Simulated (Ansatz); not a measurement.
Ansatz (a quantum-chemistry and plane-wave program) input (CCSD(T)/6-31G*):

Ansatz 0.2 input:
```yaml
crystal:
  periodic: [false, false, false]
  atoms:
    - {symbol: B, position_ang: [0.61577597, 0.42487701, 0.03058209]}
    - {symbol: N, position_ang: [-0.49557235, -0.32902578, -0.02413851]}
    - {symbol: H, position_ang: [1.77140185, 0.01022503, 0.04350638]}
    - {symbol: H, position_ang: [-1.38127524, 0.16857038, -0.02744730]}
basis:
  gaussian:
    orbitals: 6-31G*
total_charge: -1
magnetization: {spin_polarized: true, initial_magnetization: 1}
correlation: {method: ccsd_t, electrons: outside_noble_gas}
```

End of the output:

```
determinant -2179.36809769 eV, -80.0903003612 hartree, with singles and doubles -2186.53483664 eV, -80.3536731601 hartree
2 core orbitals not correlated
reference -2182.48258940 eV, -80.2047558208 hartree; 6, 5 occupied and 26, 27 virtual orbitals, 341 factors
second order -6.43503003 eV of doubles, -0.00000000 eV of singles
coupled cluster: 0.08 GiB planned
cycle   1  -6.95440183 eV  change   -3.2e-4 eV  update   1.3e-3
cycle   2  -6.95487013 eV  change   -4.7e-4 eV  update   8.6e-4
cycle   3  -6.95461207 eV  change    2.6e-4 eV  update   3.2e-4
cycle   4  -6.95464879 eV  change   -3.7e-5 eV  update   1.5e-4
cycle   5  -6.95498034 eV  change   -3.3e-4 eV  update   5.1e-5
cycle   6  -6.95503161 eV  change   -5.1e-5 eV  update   1.9e-5
cycle   7  -6.95501970 eV  change    1.2e-5 eV  update   6.8e-6
cycle   8  -6.95501626 eV  change    3.4e-6 eV  update   3.0e-6
perturbative correction -0.23008392 eV, -0.0084554280 hartree
Total energy: -2189.66768959 eV, -80.4688033822 hartree
```
